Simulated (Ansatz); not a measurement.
`CC(C)(C)[N]=[V]([F])([F])[F]` and `CC(C)(C)[N]=[Ta]([F])([F])[F]` differ in one element.

Ansatz, PBE0-D4/def2-TZVP geometries, multiplicity 1. 

Elements past krypton have def2 core potentials. Scalar relativity is left out up to krypton.

```
                                          property  `CC(C)(C)[N]=[V]([F])([F])[F]`
              HOMO–LUMO gap (PBE0/def2-TZVPP) / eV                            5.90
    size of the dipole moment (PBE/def2-TZVPP) / D                            3.65
size of the dipole moment (ωB97M-V/def2-TZVPP) / D                            4.02
               HOMO–LUMO gap (PBE/def2-TZVPP) / eV                            3.48
           HOMO–LUMO gap (ωB97M-V/def2-TZVPP) / eV                           10.50
             HOMO–LUMO gap (B3LYP/def2-TZVPP) / eV                            5.36
```

Task: Give the same properties after the change, and the shifts. (Best estimate.)

Result: Computed: 
| property | `CC(C)(C)[N]=[Ta]([F])([F])[F]` | shift |
| --- | --- | --- |
| HOMO–LUMO gap (PBE0/def2-TZVPP) / eV | 6.95 | 1.05 |
| size of the dipole moment (PBE/def2-TZVPP) / D | 1.26 | -2.39 |
| size of the dipole moment (ωB97M-V/def2-TZVPP) / D | 1.12 | -2.90 |
| HOMO–LUMO gap (PBE/def2-TZVPP) / eV | 4.73 | 1.25 |
| HOMO–LUMO gap (ωB97M-V/def2-TZVPP) / eV | 10.79 | 0.29 |
| HOMO–LUMO gap (B3LYP/def2-TZVPP) / eV | 6.44 | 1.08 |

With PBE0 the HOMO rises by 0.79 eV and the LUMO rises by 1.86 eV, so the gap widens by about 1.07 eV. PBE moves the HOMO by 0.64 eV and ωB97M-V by 0.88 eV. Dipoles are sizes alone; their direction can turn.

Positive LUMOs are unbound, so they and the gaps depend on the basis.

B3LYP here is the variant with VWN-RPA as its local correlation; programs differ in this.
